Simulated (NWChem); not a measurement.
System: CH₃BrMgO; SMILES C[O][Mg][Br]

```xyz
7

Mg     0.2902    -0.2283    -0.3642
Br    -0.8891     0.7361     1.4199
O      1.1753    -0.9520    -1.7033
C      1.8663    -1.5164    -2.7477
H      2.2656    -0.7523    -3.4439
H      2.7317    -2.1145    -2.3994
H      1.2300    -2.1954    -3.3493
```
Atoms are numbered in this order, from 1.

Program: NWChem. Pople sets run with spherical d functions. All runs use the structure optimised with PBE0/def2-SVP. GIAO values for the isolated, static molecule; σ is the absolute isotropic shielding, δ = σ(reference) − σ with the isolated reference molecule computed at the same levels (13C: tetramethylsilane, 1H: tetramethylsilane, 17O: water). Spin-orbit effects, on the heavy nuclei and on their neighbours, are missing.

### Question
Estimate the computed values for B3LYP/6-311G**. Quantities: σ Mg1 (ppm); σ Br2 (ppm); δ O3 (ppm); δ C4 (ppm); δ H5 (ppm).

### Answer
- σ Mg1 (ppm): 524.9
- σ Br2 (ppm): 3023.0
- δ O3 (ppm): -10.9
- δ C4 (ppm): 55.9
- δ H5 (ppm): 4.04
